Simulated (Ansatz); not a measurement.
## Counterpoise correction, worked out

The pair of H2O (SMILES O, atoms 1–3) and H2Te (SMILES [TeH2], atoms 4–6), both closed shells, in one local arrangement (a lower one may exist), relaxed at PBE0-D4/def2-TZVP:

```xyz
6
angstrom
O -0.0278 0.5048 -1.5421
H 0.7818 0.1880 -1.9495
H -0.7321 -0.0191 -1.9311
Te -0.1639 0.2904 2.3655
H -0.0559 0.3619 0.7104
H 0.1978 -1.3259 2.3466
```

Computed with Ansatz 0.2.0 (basis: def2-TZVPPD); correlated methods freeze the cores. Filled d shells of the heavier atoms are correlated. Core potentials replace the inner electrons of the atoms past krypton. The def2 sets are not built for correlating such inner shells, so the correlated values are less sure here.

CCSD(T) total energies in eV:

| system | geometry | basis functions | energy |
| --- | --- | --- | --- |
| pair | pair | all | -9387.27103 |
| H2O | as in the pair | all (partner as ghosts) | -2077.34280 |
| H2Te | as in the pair | all (partner as ghosts) | -7309.88163 |
| H2O | as in the pair | its own | -2077.33503 |
| H2Te | as in the pair | its own | -7309.86273 |
| H2O | free (PBE0-D4 minimum) | its own | -2077.33568 |
| H2Te | free (PBE0-D4 minimum) | its own | -7309.86399 |

Problem. Work out the interaction energy with and without the counterpoise correction, the superposition error, and the binding energy from the relaxed fragments.

Solution. Without correction: -9387.27103 − (-2077.33503) − (-7309.86273) = -0.07327 eV.
With correction (each fragment in the whole basis): -9387.27103 − (-2077.34280) − (-7309.88163) = -0.04660 eV = -1.07 kcal/mol.
The superposition error is the difference, 0.02667 eV, 36 % of the uncorrected value: each fragment borrows its partner's functions.
Deformation from the free shapes: 0.00065 eV for H2O and 0.00126 eV for H2Te.
Binding energy from relaxed fragments: -0.04660 + 0.00065 + 0.00126 = -0.04469 eV = -1.03 kcal/mol (electronic, without zero-point energy; negative means bound). For comparison, the corrected interaction energy by CCSD(T) at an estimated basis limit (MP2 extrapolated from triple and quadruple zeta, plus CCSD(T) − MP2 in triple zeta) is -0.061 eV; triple zeta with the correction binds less.

T1 diagnostic: at most 0.011.

For scale, one of the runs: CCSD(T)/def2-TZVPPD, 167 basis functions, launched by `ansatz run in.yaml --threads 2 --pin off --events-out ev --progress --plain --max-ram 5222MiB`. The run took 52 s on 2 CPU threads of an Intel Xeon Platinum 8488C (shared host), with 1.6 GiB of host memory at its peak.
